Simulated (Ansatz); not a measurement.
System: sum formula AlClF2 (charge 0, singlet). 
Structure (B3LYP-D3(BJ)/def2-TZVP (Ansatz, a program for electronic structure) minimum search):
```xyz
4

F     -1.2760    -1.3874     0.0091
Al    -0.4205     0.0071     0.0035
F     -1.2286     1.4295     0.0116
Cl     1.6475    -0.0277    -0.0136
```

Dipole moments at this geometry, in debye (magnitudes).

```csv
level,program,dipole (D)
revPBE/def2-TZVPD,Ansatz,0.47
B97M-V/def2-TZVPD,Ansatz,0.46
B3LYP/def2-TZVPD,Ansatz,0.51
BHLYP/def2-TZVPD,Ansatz,0.52
r2SCAN0/def2-TZVPD,Ansatz,0.49
HSE06/def2-TZVPD,Ansatz,0.51
CAM-B3LYP/def2-TZVPD,Ansatz,0.49
wB97X-V/def2-TZVPD,Ansatz,0.44
CCSD(T)/aug-cc-pV(D+d)Z,Ansatz,0.51
```
